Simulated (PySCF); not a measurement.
Harmonic spectrum computed at PBE0 in the def2-TZVP basis family (core potentials from Rb on, PySCF, no spin–orbit coupling):

```
ω (cm⁻¹)  IR (km/mol)
      98         17.2
     161          3.2
     319          2.6
     431         49.7
    1007          192
    1059         83.8
```

Which molecule gave it? In each, all ligands are bound to the one heavy central atom.
A. TaO₂Cl (singlet)
B. IO₂Cl (singlet)
C. WO₂Cl (doublet)
D. RuO₂Cl (doublet)
E. MoO₂Cl (doublet)

C. It has Cs symmetry with W–Cl 2.269 Å, W–O 1.699 Å (×2).
